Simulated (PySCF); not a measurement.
# What a mistake does to a calculation on AlFH2O2

Calculated results; nothing here was measured. They come from PySCF 2.14.0, an open-source quantum chemistry program, on an isolated molecule that a program drew, which may never have been made. The molecule is AlFH2O2 (charge 0, singlet), drawn as the SMILES string `[OH][Al]([OH])[F]`.

Each row is a Hartree-Fock (HF) and frozen-core CCSD(T) single point in the cc-pV(D+d)Z basis, meant for a local HF minimum. Run 1 is clean. Each other run has one planted mistake out of seven kinds, and not every kind appears here: one electron removed, one electron added, multiplicity raised by two, geometry at a saddle point, minimal basis STO-3G, one bond length entered in bohr, all coordinates scaled. The reference is restricted for singlets and unrestricted otherwise, and also for a bond in bohr. Adding or removing an electron swaps singlet and doublet. Electrons count all cores. HOMO and LUMO are orbital energies over both spins, the gradient is its largest component, and the lowest frequency (negative if imaginary) is given only where the gradient is small. Bond lengths are over the 5 bonds as drawn. T1 is the CCSD diagnostic: over 0.02 (restricted) or 0.045 (unrestricted) a single reference is doubtful.

Geometry of the clean run:
```xyz
6
AlFH2O2, angstrom
O    -2.1318   -1.9308   -0.9826
Al   -0.7146   -1.4715   -0.2191
O     0.3909   -2.5950    0.3360
F    -0.3793    0.1240    0.0019
H    -2.8132   -1.3795   -1.3288
H     0.3319   -3.5338    0.2792
```

```
run,electrons,basis functions,<S^2>,HOMO (eV),LUMO (eV),gradient (hartree/bohr),lowest frequency (cm^-1),mean bond (Å),longest bond (Å),T1,HF (hartree),CCSD(T) (hartree),mistake
1,40,75,0.000,-13.67,2.64,4.2e-05,243,1.3750,1.674,0.0134,-492.45744,-493.10295,no fault
2,40,75,0.810,-12.64,1.60,3.0e-02,-,1.5427,1.781,0.0628,-492.31307,-492.94829,one bond length entered in bohr
3,41,75,0.757,2.11,7.78,2.9e-02,-,1.3750,1.674,0.0161,-492.36966,-493.03229,one electron added
4,39,75,0.755,-19.17,-9.01,1.3e-01,-,1.3750,1.674,0.0556,-492.04893,-492.65818,one electron removed
5,40,75,0.000,-13.25,1.78,8.0e-02,-,1.5070,1.835,0.0168,-492.40559,-493.06910,?
```

**Which mistake was planted in run 5, and what did it cost?**

The mean and the longest bond both change by the same factor, 1.096, and the gradient is no longer small. So the mistake is: all coordinates scaled. Subtracting run 1 and multiplying by 627.51 kcal/mol a hartree, the energy moved by 32.5 kcal/mol in HF and 21.2 kcal/mol in CCSD(T).

Cautions from the logs. Run 2: T1 is over the limit, so its CCSD(T) energy is less reliable; run 3: the HOMO is above zero, so the electron isn't bound and the energy depends on the basis; run 4: T1 is over the limit, so its CCSD(T) energy is less reliable.
